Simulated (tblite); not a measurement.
Question: Write Cartesian coordinates for `C=CCC[SiH2][SiH2]S` as optimised with GFN2-xTB.

Answer: 
```
atom  x, y, z in Å
C1    -3.272    1.677   -0.648
C2    -2.262    1.514    0.185
C3    -1.617    0.200    0.493
C4    -0.158    0.196    0.028
Si5    0.743   -1.444    0.382
Si6    2.890   -1.371   -0.469
S7     3.915    0.271    0.502
H8    -3.692    2.647   -0.855
H9    -3.728    0.841   -1.154
H10   -1.816    2.369    0.677
H11   -2.164   -0.608    0.004
H12   -1.650    0.025    1.572
H13    0.373    1.016    0.517
H14   -0.134    0.411   -1.044
H15    0.015   -2.545   -0.264
H16    0.704   -1.696    1.828
H17    3.027   -1.083   -1.899
H18    3.740   -2.533   -0.211
H19    5.078    0.121   -0.110
```

Any rigid rotation of these coordinates is as good. Atoms count from 1 in this order. The C–C distances run from 1.320 Å (C1=C2, drawn double) to 1.532 Å (C3–C4, drawn single), a spread of 0.212 Å. S7 (sulfur bonded to Si and H) is bent (angle 97.1°). Si6 (SiH2 silicon) is distorted tetrahedral (angles from 104.1° to 117.0°). Of the pairs four or more bonds apart, H9···H11 is among the closest relative to their van der Waals radii: 2.43 Å, 101 % of the sum of Bondi's values.

Bonds between heavy atoms (Å): C1=C2 1.320, C2–C3 1.495, C3–C4 1.532, C4–Si5 1.905, Si5–Si6 2.310, Si6–S7 2.166.

Computed geometry: GFN2-xTB, gas phase.

Point group: C1 (no symmetry element, even within 0.4 Å). Its lowest GFN2-xTB frequency is 5 cm⁻¹, too small to tell a flat minimum from a shallow saddle. The numbers are those of one conformer (C1–C2–C3–C4 116°, C2–C3–C4–Si5 180°, C3–C4–Si5–Si6 177°, C4–Si5–Si6–S7 60°, Si5–Si6–S7–H 180°).
